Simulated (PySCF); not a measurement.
## How far are cheaper levels from CCSD(T)/CBS for RbH?

PySCF; the state is a singlet (closed shell). The composite is CCSD(T) extrapolated to the basis-set limit from two correlation-consistent sets, with core-valence (CV) and scalar-relativistic (SR) terms as its label shows; it has no spin–orbit coupling and nothing beyond (T). Here it is CCSD(T)/CBS(TQ). It gives Re = 2.368 Å, ωe = 940 cm⁻¹ and De = 1.79 eV to Rb + H.

```json
{"level": "RHF-CCSD", "basis": "def2-SVP", "relativity": "scalar-relativistic core potentials", "Re (Å)": "2.430", "ωe (cm⁻¹)": "915", "De (eV)": "1.35"}
{"level": "RHF-CCSD", "basis": "def2-TZVP", "relativity": "scalar-relativistic core potentials", "Re (Å)": "2.432", "ωe (cm⁻¹)": "897", "De (eV)": "1.37"}
{"level": "RHF-CCSD(T)", "basis": "def2-SVP", "relativity": "scalar-relativistic core potentials", "Re (Å)": "2.430", "ωe (cm⁻¹)": "912", "De (eV)": "1.36"}
{"level": "LDA", "basis": "def2-TZVPP", "relativity": "scalar-relativistic core potentials", "Re (Å)": "2.386", "ωe (cm⁻¹)": "928", "De (eV)": "1.88"}
{"level": "PBE", "basis": "def2-SVP", "relativity": "scalar-relativistic core potentials", "Re (Å)": "2.426", "ωe (cm⁻¹)": "899", "De (eV)": "1.62"}
{"level": "PBE", "basis": "def2-TZVP", "relativity": "scalar-relativistic core potentials", "Re (Å)": "2.422", "ωe (cm⁻¹)": "889", "De (eV)": "1.63"}
{"level": "TPSS", "basis": "def2-TZVPP", "relativity": "scalar-relativistic core potentials", "Re (Å)": "2.417", "ωe (cm⁻¹)": "917", "De (eV)": "1.90"}
{"level": "r²SCAN", "basis": "def2-TZVPP", "relativity": "scalar-relativistic core potentials", "Re (Å)": "2.437", "ωe (cm⁻¹)": "907", "De (eV)": "1.67"}
{"level": "r²SCANh", "basis": "def2-TZVP", "relativity": "scalar-relativistic core potentials", "Re (Å)": "2.434", "ωe (cm⁻¹)": "908", "De (eV)": "1.63"}
{"level": "B3LYP", "basis": "def2-SVP", "relativity": "scalar-relativistic core potentials", "Re (Å)": "2.428", "ωe (cm⁻¹)": "918", "De (eV)": "1.70"}
```

**Question.** Give the difference of each row from the composite.

**Answer.** 

```
      level       basis  ΔRe (pm)  Δωe (%)  ΔDe (eV)
   RHF-CCSD    def2-SVP      +6.2     -2.7     -0.44
   RHF-CCSD   def2-TZVP      +6.4     -4.6     -0.42
RHF-CCSD(T)    def2-SVP      +6.2     -3.0     -0.43
        LDA  def2-TZVPP      +1.8     -1.3     +0.09
        PBE    def2-SVP      +5.8     -4.4     -0.17
        PBE   def2-TZVP      +5.4     -5.4     -0.16
       TPSS  def2-TZVPP      +4.9     -2.4     +0.11
     r²SCAN  def2-TZVPP      +6.9     -3.5     -0.12
    r²SCANh   def2-TZVP      +6.6     -3.4     -0.16
      B3LYP    def2-SVP      +6.0     -2.3     -0.09
```

**Question.** Which rows come closest in De?

**Answer.** LDA in def2-TZVPP (+0.09 eV); B3LYP in def2-SVP (-0.09 eV), counted from the composite.

Measured (Huber and Herzberg, Constants of Diatomic Molecules (1979)): Re = 2.367 Å, ωe = 936.94 cm⁻¹; the composite is off by +1.0 mÅ and +2.6 cm⁻¹.

Correlated steps freeze the inner cores (0 to 14 orbitals); shallow outer-core shells are correlated. Correlated levels converge slowly with the basis: in double zeta they bind strong bonds too weakly, by up to about 1 eV, and carry superposition errors of some tenths. Where the molecule has an RHF reference, its open-shell atoms are computed with UHF. The CCSD T1 diagnostic is raised in RbH, a sign that a single reference may not be enough there.
